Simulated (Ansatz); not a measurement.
Isolated molecules relaxed with PBE0-D4/def2-TZVP in Ansatz; ΔE leaves out vibrations. CBS: MP2 limit from def2 TZ/QZ plus the TZ coupled-cluster correction, frozen cores. Functionals use def2-TZVPP. One conformer a species, not always the lowest.

`CCCSCC` + `CCC(C)CO` → `CCCCC(CC)CO` + `CCS`  (formal exchange of groups at a C–S bond)

```json
{"level": "revPBE-D4", "ΔE (kcal/mol)": "2.4", "difference from CCSD(T)/CBS": "1.1"}
{"level": "B97M-V", "ΔE (kcal/mol)": "1.4", "difference from CCSD(T)/CBS": "0.1"}
{"level": "BHLYP-D4", "ΔE (kcal/mol)": "1.5", "difference from CCSD(T)/CBS": "0.2"}
{"level": "PBE-QIDH", "ΔE (kcal/mol)": "1.5", "difference from CCSD(T)/CBS": "0.2"}
{"level": "r2SCAN0", "ΔE (kcal/mol)": "1.9", "difference from CCSD(T)/CBS": "0.6"}
{"level": "HF/def2-SVP", "ΔE (kcal/mol)": "-0.7", "difference from CCSD(T)/CBS": "-2.0"}
{"level": "CCSD/def2-SVP", "ΔE (kcal/mol)": "-1.8", "difference from CCSD(T)/CBS": "-3.1"}
{"level": "HF/def2-TZVPP", "ΔE (kcal/mol)": "1.3", "difference from CCSD(T)/CBS": "0.0"}
{"level": "MP2/def2-TZVPP", "ΔE (kcal/mol)": "1.4", "difference from CCSD(T)/CBS": "0.1"}
{"level": "CCSD(T)/def2-TZVPP", "ΔE (kcal/mol)": "0.5", "difference from CCSD(T)/CBS": "-0.8"}
{"level": "CCSD(T)/CBS", "ΔE (kcal/mol)": "1.3", "difference from CCSD(T)/CBS": "0"}
```

Largest T1 diagnostic among the species: 0.009.

At CCSD(T), def2-SVP lies −2.9 kcal/mol from the extrapolated value and def2-TZVPP −0.8 kcal/mol. Leaving LDA and LC-ωPBE aside and taking each functional with its dispersion term where it has one, the values, not all of them listed here, spread over 1.4 kcal/mol, from ωB97M-V to BLYP-D4. LDA lies −1.5 kcal/mol from PBE without D4.
